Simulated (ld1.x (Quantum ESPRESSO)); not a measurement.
# Pseudopotential generation for N (Z = 7): TM semilocal, LDA (PZ), scalar-relativistic.

ld1.x (Quantum ESPRESSO) 7.5 was run on this input:

```
&input
   title='N', zed=7., rel=1, dft='PZ', iswitch=3,
   config='[He] 2s2 2p3 3d-2',
   nld=3, rlderiv=1.50, eminld=-3.0, emaxld=5.0, deld=0.02
 /
 &inputp
   pseudotype=1, tm=.true., lloc=1,
   nlcc=.true., rcore=0.70,
   file_pseudopw='N.pp', file_wfcaegen='ae.wfc', file_wfcncgen='nc.wfc'
 /
3
2S  1  0   2.00   0.00  1.15  1.15  0.0
3D  3  2  -2.00   0.15  1.05  1.05  0.0
2P  2  1   3.00   0.00  1.35  1.35  0.0
 &test
   configts(1)='2s2 2p3'
 /
```

Command:

```bash
ld1.x < N.in > N.out
```

Output (shortened: banner, matrices, multipoles, cross overlaps and the repeated all-electron block are left out):

```
Program LD1 v.7.5
     --------------------------- All-electron run ----------------------------

     N
     scalar relativistic calculation

     atomic number is  7.00
     dft =PZ   lsd =0 sic =0 latt =0  beta=0.20 tr2=1.0E-14
     Exchange-correlation= PZ
                           (   1   1   0   0   0   0   0)
     mesh =1085 r(mesh) =  99.89202 a.u. xmin = -7.00 dx = 0.01250
     1 Ry =  13.60569312 eV, c = 137.03599908

     n l     nl                  e(Ry)          e(Ha)          e(eV)
     1 0     1S 1( 2.00)       -28.0417       -14.0208      -381.5264
     2 0     2S 1( 2.00)        -1.3541        -0.6770       -18.4230
     2 1     2P 1( 3.00)        -0.5323        -0.2661        -7.2419

     final scf error:  6.0E-15 reached in  17 iterations

     Etot =    -108.107674 Ry,     -54.053837 Ha,   -1470.879842 eV

     Ekin =     107.634480 Ry,      53.817240 Ha,    1464.441710 eV
     Encl =    -255.076837 Ry,    -127.538419 Ha,   -3470.497169 eV
     Eh   =      51.617137 Ry,      25.808569 Ha,     702.286933 eV
     Exc  =     -12.282455 Ry,      -6.141228 Ha,    -167.111315 eV

     normalization and overlap integrals

     s(1S/1S) =  1.000000  <r> =   0.2312  <r2> =    0.0723  r(max) =   0.1483
     s(2S/2S) =  1.000000  <r> =   1.3292  <r2> =    2.1490  r(max) =   1.0167
     s(2P/2P) =  1.000000  <r> =   1.4815  <r2> =    2.9062  r(max) =   0.9671

     ------------------------ End of All-electron run ------------------------

     --------------------- Generating NC pseudopotential ---------------------

      Generating local pot.: lloc=1, matching radius rcloc =   1.3500

      Computing core charge for nlcc:

       r > 0.71 : true rho core
       r < 0.71 : rho core = a sin(br)/r    a=   0.52  b=   3.92

      Integrated core pseudo-charge :   0.11

      Wfc   2S  rcut= 1.138  Using Troullier-Martins method

      Wfc   3D  rcut= 1.056  Using Troullier-Martins method

     ------------------- End of pseudopotential generation -------------------

     Computing logarithmic derivative in   1.50736
     Computing logarithmic derivative in   1.50736
     Computing the partial wave expansion
     R is outside the sphere for l=    0 j= 0.00
       no projector for channel:   1
     R is outside the sphere for l=    2 j= 0.00

     ---------------------- Testing the pseudopotential ----------------------

     N
     scalar relativistic calculation

     atomic number is  7.00   valence charge is  5.00
     dft =PZ   lsd =0 sic =0 latt =0  beta=0.20 tr2=1.0E-14
     mesh =1085 r(mesh) =  99.89202 xmin = -7.00 dx = 0.01250

     n l     nl             e AE (Ry)        e PS (Ry)    De AE-PS (Ry)
     1 0     2S   1( 2.00)       -1.35406       -1.35408        0.00002
     2 1     2P   1( 3.00)       -0.53227       -0.53228        0.00001

     eps = 1.3E-15  iter = 14

     Etot =    -108.107674 Ry,     -54.053837 Ha,   -1470.879842 eV
     Etotps =   -19.358895 Ry,      -9.679447 Ha,    -263.391182 eV

     Ekin =      12.555113 Ry,       6.277556 Ha,     170.821013 eV
     Encl =     -46.425170 Ry,     -23.212585 Ha,    -631.646623 eV
     Ehrt =      16.250926 Ry,       8.125463 Ha,     221.105118 eV
     Ecxc =      -4.501245 Ry,      -2.250623 Ha,     -61.242565 eV
     (Ecc =      -0.077805 Ry,      -0.038902 Ha,      -1.058590 eV)
     Epseu=       2.761482 Ry,       1.380741 Ha,      37.571874 eV

     ---------------------- End of pseudopotential test ----------------------
```

Generation and configuration tests took about 0.63 s on one core of a shared server CPU.

Transferability test of the new file with ld1.x, input:

```
&input
   title='N', zed=7., rel=1, dft='PZ', iswitch=2,
   config='[He] 2s2 2p3 3d-2'
 /
 &test
   file_pseudo='N.pp', nconf=10,
   configts(1)='2s2 2p3',
   configts(2)='2s2 2p2',
   configts(3)='2s2 2p1',
   configts(4)='2s2 2p0',
   configts(5)='2s2 2p2.5',
   configts(6)='2s1 2p3',
   configts(7)='2s1 2p0',
   configts(8)='2s0 2p5',
   configts(9)='2s2 2p3', lsdts(9)=1,
   configts(10)='2s2 2p2', lsdts(10)=1
 /
```

```bash
ld1.x < N.test.in > N.test.out
```

Pseudopotential blocks of its output, shortened (energy terms left out):

```
     ---------------------- Testing the pseudopotential ----------------------

     n l     nl             e AE (Ry)        e PS (Ry)    De AE-PS (Ry)
     1 0     2S   1( 2.00)       -1.35406       -1.35408        0.00002
     2 1     2P   1( 3.00)       -0.53227       -0.53228        0.00001

     eps = 1.4E-15  iter = 14

     Etot =    -108.107674 Ry,     -54.053837 Ha,   -1470.879842 eV
     Etotps =   -19.358895 Ry,      -9.679447 Ha,    -263.391182 eV

     ---------------------- End of pseudopotential test ----------------------

          ---------------------- Testing the pseudopotential ----------------------

     n l     nl             e AE (Ry)        e PS (Ry)    De AE-PS (Ry)
     1 0     2S   1( 2.00)       -2.37034       -2.37104        0.00069
     2 1     2P   1( 2.00)       -1.53000       -1.52818       -0.00182

     eps = 4.4E-17  iter =  9

     Etot =    -107.098414 Ry,     -53.549207 Ha,   -1457.148159 eV
     Etotps =   -18.350096 Ry,      -9.175048 Ha,    -249.665773 eV
     dEtot_ae =       1.009260 Ry
     dEtot_ps =       1.008799 Ry,   Delta E=       0.000461 Ry

     ---------------------- End of pseudopotential test ----------------------

          ---------------------- Testing the pseudopotential ----------------------

     n l     nl             e AE (Ry)        e PS (Ry)    De AE-PS (Ry)
     1 0     2S   1( 2.00)       -3.59359       -3.59033       -0.00326
     2 1     2P   1( 1.00)       -2.76470       -2.75101       -0.01369  !

     eps = 7.3E-16  iter =  8

     Etot =    -104.969172 Ry,     -52.484586 Ha,   -1428.178337 eV
     Etotps =   -16.227215 Ry,      -8.113607 Ha,    -220.782504 eV
     dEtot_ae =       3.138503 Ry
     dEtot_ps =       3.131680 Ry,   Delta E=       0.006823 Ry

     ---------------------- End of pseudopotential test ----------------------

          ---------------------- Testing the pseudopotential ----------------------

     n l     nl             e AE (Ry)        e PS (Ry)    De AE-PS (Ry)
     1 0     2S   1( 2.00)       -4.98254       -4.96174       -0.02080  !
     2 1     2P   1( 0.00)       -4.19880       -4.14881       -0.04999  !

     eps = 1.8E-15  iter =  9

     Etot =    -101.502629 Ry,     -50.751315 Ha,   -1381.013625 eV
     Etotps =   -12.789610 Ry,      -6.394805 Ha,    -174.011503 eV
     dEtot_ae =       6.605045 Ry
     dEtot_ps =       6.569285 Ry,   Delta E=       0.035760 Ry

     ---------------------- End of pseudopotential test ----------------------

          ---------------------- Testing the pseudopotential ----------------------

     n l     nl             e AE (Ry)        e PS (Ry)    De AE-PS (Ry)
     1 0     2S   1( 2.00)       -1.83278       -1.83332        0.00055
     2 1     2P   1( 2.50)       -0.99843       -0.99814       -0.00030

     eps = 4.8E-15  iter =  9

     Etot =    -107.727932 Ry,     -53.863966 Ha,   -1465.713187 eV
     Etotps =   -18.979179 Ry,      -9.489590 Ha,    -258.224891 eV
     dEtot_ae =       0.379742 Ry
     dEtot_ps =       0.379715 Ry,   Delta E=       0.000027 Ry

     ---------------------- End of pseudopotential test ----------------------

          ---------------------- Testing the pseudopotential ----------------------

     n l     nl             e AE (Ry)        e PS (Ry)    De AE-PS (Ry)
     1 0     2S   1( 1.00)       -2.37853       -2.38007        0.00154
     2 1     2P   1( 3.00)       -1.53535       -1.53728        0.00193

     eps = 5.0E-16  iter =  9

     Etot =    -106.256657 Ry,     -53.128329 Ha,   -1445.695472 eV
     Etotps =   -17.507277 Ry,      -8.753638 Ha,    -238.198638 eV
     dEtot_ae =       1.851017 Ry
     dEtot_ps =       1.851618 Ry,   Delta E=      -0.000601 Ry

     ---------------------- End of pseudopotential test ----------------------

          ---------------------- Testing the pseudopotential ----------------------

     n l     nl             e AE (Ry)        e PS (Ry)    De AE-PS (Ry)
     1 0     2S   1( 1.00)       -6.41074       -6.37679       -0.03396  !
     2 1     2P   1( 0.00)       -5.69430       -5.60609       -0.08821  !

     eps = 4.2E-16  iter =  7

     Etot =     -95.808415 Ry,     -47.904207 Ha,   -1303.539889 eV
     Etotps =    -7.122265 Ry,      -3.561132 Ha,     -96.903352 eV
     dEtot_ae =      12.299260 Ry
     dEtot_ps =      12.236630 Ry,   Delta E=       0.062630 Ry

     ---------------------- End of pseudopotential test ----------------------

          ---------------------- Testing the pseudopotential ----------------------

     n l     nl             e AE (Ry)        e PS (Ry)    De AE-PS (Ry)
     1 0     2S   1( 0.00)       -1.41679       -1.41386       -0.00293
     2 1     2P   1( 5.00)       -0.58839       -0.58948        0.00109

     eps = 5.5E-15  iter = 20

     Etot =    -106.457462 Ry,     -53.228731 Ha,   -1448.427552 eV
     Etotps =   -17.712585 Ry,      -8.856293 Ha,    -240.991997 eV
     dEtot_ae =       1.650213 Ry
     dEtot_ps =       1.646310 Ry,   Delta E=       0.003903 Ry

     ---------------------- End of pseudopotential test ----------------------

          ---------------------- Testing the pseudopotential ----------------------

     n l     nl             e AE (Ry)        e PS (Ry)    De AE-PS (Ry)
     1 0     2S   1( 1.00)       -1.43912       -1.44322        0.00409
     2 1     2P   1( 3.00)       -0.61328       -0.61703        0.00374
     1 0     2S   2( 1.00)       -1.13189       -1.11573       -0.01615  !
     2 1     2P   2( 0.00)       -0.32783       -0.31352       -0.01431  !

     eps = 1.7E-15  iter = 17

     Etot =    -108.320250 Ry,     -54.160125 Ha,   -1473.772085 eV
     Etotps =   -19.585449 Ry,      -9.792725 Ha,    -266.473615 eV
     dEtot_ae =      -0.212576 Ry
     dEtot_ps =      -0.226555 Ry,   Delta E=       0.013979 Ry

     ---------------------- End of pseudopotential test ----------------------

          ---------------------- Testing the pseudopotential ----------------------

     n l     nl             e AE (Ry)        e PS (Ry)    De AE-PS (Ry)
     1 0     2S   1( 1.00)       -2.46006       -2.46660        0.00654  !
     2 1     2P   1( 2.00)       -1.62093       -1.62474        0.00382
     1 0     2S   2( 1.00)       -2.20999       -2.19756       -0.01243  !
     2 1     2P   2( 0.00)       -1.36908       -1.35402       -0.01506  !

     eps = 7.9E-15  iter = 10

     Etot =    -107.222517 Ry,     -53.611259 Ha,   -1458.836666 eV
     Etotps =   -18.483355 Ry,      -9.241678 Ha,    -251.478856 eV
     dEtot_ae =       0.885157 Ry
     dEtot_ps =       0.875540 Ry,   Delta E=       0.009617 Ry

     ---------------------- End of pseudopotential test ----------------------
```
